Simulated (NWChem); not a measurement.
Atomisation of F$_{2}$Sn

```xyz
3

Sn     0.0000     0.0000    -0.3472
F      1.4752     0.0000     0.9644
F     -1.4752     0.0000     0.9644
```
Charge 0, spin multiplicity 1.

Everything below was run with NWChem. All single points use one geometry, from PBE/def2-SVP with def2 effective core potentials on Sn, a minimum by its harmonic frequencies.

Basis set: def2-TZVP. The atomisation energy is electronic alone: no zero-point, thermal, spin-orbit or counterpoise terms. No value is extrapolated to the basis-set limit. Free atoms are single determinants with multiplicities Sn 3, F 2. Correlated methods freeze the same cores in atoms and molecule, 6 orbitals in all.

```json
[
 {"method": "HF", "atomisation energy (kcal/mol)": "150.4", "relative cost": "1"},
 {"method": "B3LYP", "atomisation energy (kcal/mol)": "238.4", "relative cost": "under 3"},
 {"method": "PBE0", "atomisation energy (kcal/mol)": "233.2", "relative cost": "under 3"},
 {"method": "PBE", "atomisation energy (kcal/mol)": "251.5", "relative cost": "under 3"},
 {"method": "r2SCAN", "atomisation energy (kcal/mol)": "240.9", "relative cost": "under 3"},
 {"method": "MP2", "atomisation energy (kcal/mol)": "244.5", "relative cost": "under 3"},
 {"method": "LC-wPBE (omega 0.3 per bohr)", "atomisation energy (kcal/mol)": "243.4", "relative cost": "10"}
]
```

The values span 101.0 kcal/mol, from HF (lowest) to PBE (highest). Costs are rough ratios of processor time within this set of runs, SCF included, with HF as 1. Costs are the molecule's.

Effective core potentials replace the inner electrons of Sn; spin-orbit coupling is left out. B3LYP has NWChem's definition, with VWN1-RPA local correlation. GW and range-separated runs recompute their integrals, the others keep them in memory, which bears on the times. The structure started from a generated list of species. No SCF solution was tested for a lower state. Open-shell Hartree-Fock references start from PBE0 orbitals; any time given for them includes that run.
